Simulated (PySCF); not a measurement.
A side-by-side comparison of computed properties.

First species: C3H9F3Si2.
SMILES with atom numbers: `[F:1][CH2:2][C:3]([F:4])([CH2:5][F:6])[SiH2:7][SiH3:8]` (hydrogens: H9, H10 on C2; H11, H12 on C5; H13, H14 on Si7; H15, H16, H17 on Si8)

Second species: C₆H₇FO.
Geometry (GFN2-xTB, Å), atoms numbered from 1 in this order:
```
atom  x, y, z in Å
C1     3.1044   -0.0970    1.1741
C2     1.8417   -0.3511    0.5354
C3     0.7810   -0.5600    0.0024
C4    -0.4717   -0.8118   -0.6280
O5    -0.6028   -1.3749   -1.6892
C6    -1.6876   -0.2755    0.1342
C7    -2.2676    0.9286   -0.5986
F8    -1.3425    0.0871    1.4203
H9     2.9974    0.6915    1.9180
H10    3.4477   -1.0064    1.6667
H11    3.8435    0.2000    0.4308
H12   -2.4329   -1.0768    0.2255
H13   -1.5408    1.7384   -0.6076
H14   -2.5038    0.6461   -1.6205
H15   -3.1702    1.2698   -0.0975
```

Levels: CAM-B3LYP/def2-SVPD for dipole moment, HOMO energy, LUMO energy, HOMO–LUMO gap, static isotropic polarisability and electronic spatial extent ⟨r²⟩ about the centre of nuclear charge; TDDFT CAM-B3LYP/def2-SVPD for lowest singlet excitation; TDA CAM-B3LYP/def2-SVPD for lowest triplet excitation (Tamm–Dancoff); GFN2-xTB for rotational constant A and rotational constant C. Geometries: GFN2-xTB. Each structure is a single optimised conformer of the isolated species, non-relativistic unless stated. Electronic properties by PySCF.

The conformers computed, where there is a choice (atom-mapped SMILES and torsion angles):
- `[F:1][CH2:2][C:3]([F:4])([CH2:5][F:6])[SiH2:7][SiH3:8]`: F1–C2–C3–F4 -173°, C2–C3–C5–F6 -157°, C2–C3–Si7–Si8 -154°
- `[CH3:1][C:2]#[C:3][C:4](=[O:5])[C@H:6]([CH3:7])[F:8]`: C3–C4–C6–C7 108°

| property | column X | column Y |
| --- | --- | --- |
| dipole moment | 2.51 D | 1.15 D |
| HOMO energy | -9.31 eV | -9.80 eV |
| LUMO energy | -0.71 eV | 0.74 eV |
| HOMO–LUMO gap | 8.60 eV | 10.54 eV |
| lowest singlet excitation | 4.04 eV | 7.26 eV |
| lowest triplet excitation (Tamm–Dancoff) | 3.52 eV | 6.37 eV |
| static isotropic polarisability | 76.6 au | 94.8 au |
| electronic spatial extent ⟨r²⟩ about the centre of nuclear charge | 1193 bohr² | 1537 bohr² |
| rotational constant A | 3.277 GHz | 1.899 GHz |
| rotational constant C | 0.996 GHz | 0.819 GHz |

Task: Which column belongs to which species?

Result: Column X is the second species and column Y the first. The first has 17 atoms and 82 electrons, the second 15 and 60.

Task: How does each property change from the first species to the second?

Result: dipole moment +1.36 D; HOMO energy +0.49 eV; LUMO energy -1.45 eV; HOMO–LUMO gap -1.94 eV; lowest singlet excitation -3.22 eV; lowest triplet excitation (Tamm–Dancoff) -2.85 eV; static isotropic polarisability -18.2 au; electronic spatial extent ⟨r²⟩ about the centre of nuclear charge -344 bohr²; rotational constant A +1.378 GHz; rotational constant C +0.177 GHz.

On the first: No computed singlet falls in the visible range (750 to 380 nm, 1.65 to 3.26 eV); S1 lies 4.00 eV above its blue end. The principal polarisabilities are 84.5, 89.5 and 110.4 au; their mean is the isotropic value.

On the second: The polarisability is 11.36 Å³ as a volume (1 au = 0.148185 Å³), or 1.28 au for each of the 60 electrons. S1 lies 4.56 eV below the HOMO–LUMO gap; its leading configuration is HOMO→LUMO, weight 0.93. GFN2-xTB frequencies show an imaginary mode (23i cm⁻¹), so this geometry is no minimum at that level.
